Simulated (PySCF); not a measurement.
Be(Me) (CH3Be), SMILES [Be][CH3], multiplicity 2. Atoms are numbered in the order given.

```xyz
5

Be     0.0000     0.0000    -1.2671
C      0.0000     0.0000     0.4294
H      0.8842    -0.5105     0.8306
H     -0.8842    -0.5105     0.8306
H      0.0000     1.0209     0.8306
```
Charge 0, spin multiplicity 2.

Geometry: TPSSh-D3(BJ)/def2-TZVPD. The multiplicity is an assumed one; other spin states were not compared. The isomer is the one that the SMILES or the coordinates give; other isomers of the formula were not compared.

All values below come from TDA-B3LYP/def2-TZVPD run with PySCF.

Vertical excitations; the highest root listed may be one member of a degenerate set. The molecule is in vacuum.

| state | energy (eV) | λ (nm) | f | main pairs |
|---|---|---|---|---|
| root 1 | 2.96 | 418 | 0.075 | α HOMO→LUMO (degenerate set) |
| root 2 | 2.96 | 418 | 0.075 | α HOMO→LUMO+1 (degenerate set) |
| root 3 | 4.65 | 267 | 0.046 | α HOMO→LUMO+2 91 %, β HOMO→LUMO 8 % |
| root 4 | 5.16 | 240 | 0.173 | α HOMO→LUMO+3 25 %, α HOMO→LUMO+2 5 %, β HOMO→LUMO 68 % |
| root 5 | 5.44 | 228 | 0.003 | α HOMO→LUMO+3 74 %, β HOMO→LUMO 21 % |
| root 6 | 5.45 | 227 | 0.028 | α HOMO→LUMO+4 (degenerate set) |
| root 7 | 5.45 | 227 | 0.028 | α HOMO→LUMO+5 (degenerate set) |
| root 8 | 6.11 | 203 | 0.003 | α HOMO−1→LUMO+1, β HOMO→LUMO+2 (degenerate set) |
| root 9 | 6.11 | 203 | 0.003 | α HOMO−1→LUMO, β HOMO→LUMO+1 (degenerate set) |
| root 10 | 6.58 | 188 | 0.007 | α HOMO→LUMO+6 98 % |
Unrestricted roots are not spin-pure.
